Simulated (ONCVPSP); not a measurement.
**What one change does to a pseudopotential (P, ONCV)**

ONCVPSP 4.0.1 input, shortened (lines: element, Z, core and valence counts, functional; n l f; lmax; l rc ep ncon nbas qcut; lloc lpopt rc5 dvloc0; l nproj debl; icmod fcfact rcfact), LDA (Perdew-Zunger), scalar-relativistic:

```
  P 15.00    3    2        3      upf
    1    0    2.00
    2    0    2.00
    2    1    6.00
    3    0    1.00
    3    1    4.00
    2
    0    1.40    0.00    4    8    4.20
    1    1.45    0.00    4    7    6.10
    2    1.15    0.32    4    8    7.20
    4    5    0.95    3.00
    0    2    2.60
    1    2    0.60
    2    3    3.20
    3    3.75    1.75
```

All-electron outer shells of the reference configuration (LDA (Perdew-Zunger), scalar-relativistic, ld1.x):

```json
{"shell": "2s", "level (eV)": "-174.63", "outermost node (bohr)": "0.14", "outermost maximum (bohr)": "0.42"}
{"shell": "2p", "level (eV)": "-125.98", "outermost node (bohr)": "–", "outermost maximum (bohr)": "0.35"}
{"shell": "3s", "level (eV)": "-14.73", "outermost node (bohr)": "0.66", "outermost maximum (bohr)": "1.56"}
{"shell": "3p", "level (eV)": "-6.16", "outermost node (bohr)": "0.64", "outermost maximum (bohr)": "1.81"}
```

Change: p: rc 1.72.

Cutoffs: the cutoffs (Ha) at which the residual kinetic energy of the hardest occupied pseudo-wave falls to 1 and 0.1 mHa per electron; they do not see the model core or the augmentation charge, which bear on the density cutoff. Errors are all-electron minus pseudo energies relative to the spin-unpolarised reference configuration.

Problem. How do hardness, ghosts and transferability respond?

Solution. The potential gets neither clearly harder nor softer (11 Ha and 40 Ha → 11 Ha and 40 Ha); the s channel sets the loose cutoff, while the largest relative change is in p, which becomes harder; of the 4 tests that both files solve, the error grows in 2 and shrinks in 0 by more than 15 % and 0.3 meV (median size 10.5 → 10.2 meV); neither file shows a bound ghost.

```tsv
quantity	base	changed
cutoff, loose	11 Ha	11 Ha
cutoff, tight	40 Ha	40 Ha
loose cutoff by channel	s 11 Ha, p 4.8 Ha	s 11 Ha, p 5.9 Ha
bound ghosts	none	none
GHOST(+) flags under 300 eV	s at 156.6 eV	s at 156.6 eV
error for 3s2 3p3, meV [ΔE -8.50 eV]	-1.5	-2.2
error for 3s2 3p2, meV [ΔE 1.32 eV]	-2.3	-2.9
error for 3s2 3p1, meV [ΔE 20.57 eV]	-19	-18
error for 3s1 3p0, meV [ΔE 102.66 eV]	-324	-307
s: phases at 1.42 bohr within 0.05 rad from the reference energy up to (Ha; the scan ends near 5)	4.7	4.7
d: phases at 1.17 bohr within 0.05 rad from the reference energy up to (Ha; the scan ends near 5)	to the end of the scan	to the end of the scan
rms error of d²Exc/dni dnj with the model core, mHa	2.50	2.49
```

Base: The cutoffs count occupied waves only; projector 2 of the d channel, the hardest unoccupied one, needs 39 Ha at the loose tolerance. Changed file: The cutoffs count occupied waves only; projector 2 of the d channel, the hardest unoccupied one, needs 39 Ha at the loose tolerance.
